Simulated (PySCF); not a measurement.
Compound: C6H4O.
Geometry (GFN2-xTB, Å), atoms numbered from 1 in this order:
```xyz
11
C6H4O angstrom
C      2.794   -0.247   -0.269
C      1.620   -0.075   -0.091
C      0.238    0.089    0.118
C     -0.722   -0.944    0.334
C     -1.915   -0.313    0.484
O     -1.770    1.020    0.379
C     -0.469    1.261    0.157
H      3.821   -0.385   -0.426
H     -0.529   -1.997    0.367
H     -2.903   -0.687    0.664
H     -0.159    2.280    0.044
```

Definitions: NICS(0) = −σiso at the ring centroid; NICS(1) = −σiso and NICS(1)zz = −σzz at ±1 Å along the ring normal z. Level: GIAO PBE0/pcSseg-1 (PySCF, non-relativistic, gas phase) on the GFN2-xTB geometry, one conformer.

Ring bond lengths (Å), with Mayer bond orders in brackets: C3–C4 1.427 (1.25), C4–C5 1.358 (1.63), C5–O6 1.345 (1.07), O6–C7 1.341 (1.09), C7–C3 1.369 (1.57).

Q: What do the NICS probes read (ppm)?

A: 
| ring | type | NICS(0) | NICS(1), two faces | NICS(1)zz, two faces | rms pucker (Å) | centre to ring atoms, mean (Å) |
| --- | --- | --- | --- | --- | --- | --- |
| C3–C4–C5–O6–C7 | 5-membered ring with O; formal bonds all aromatic | -12.5 | -10.3 / -10.3 | -26.1 / -26.1 | 0.00 | 1.16 |

Q: What can be read from them?

A: 
- C3–C4–C5–O6–C7: mean NICS(1)zz -26.1 ppm, shielded. For a flat ring without four-coordinate atoms the NICS criterion counts such a value as aromatic.

Q: How equal are the bonds by HOMA? HOMA takes Krygowski's 1993 parameters.

A: 
- C3–C4–C5–O6–C7: HOMA 0.47; the largest term is that of C5–O6, α(R − Ropt)² = 1.00.

Q: What is the mean of the two in-plane components of NICS at the second NICS(1) probe listed for ring C3–C4–C5–O6–C7, 1 Å off the ring?

A: The isotropic value is a third of the trace: (3 × -10.3 − (-26.1))/2 = -2.4 ppm.

Q: Give the inner angles of the rings and the Hirshfeld charges of the ring atoms.

A: 
- C3–C4–C5–O6–C7: C3 105.5° (-0.031 e), C4 105.7° (-0.079 e), C5 111.0° (+0.011 e), O6 107.2° (-0.055 e), C7 110.6° (+0.022 e); sum 540.0° against 540° for a flat convex ring.
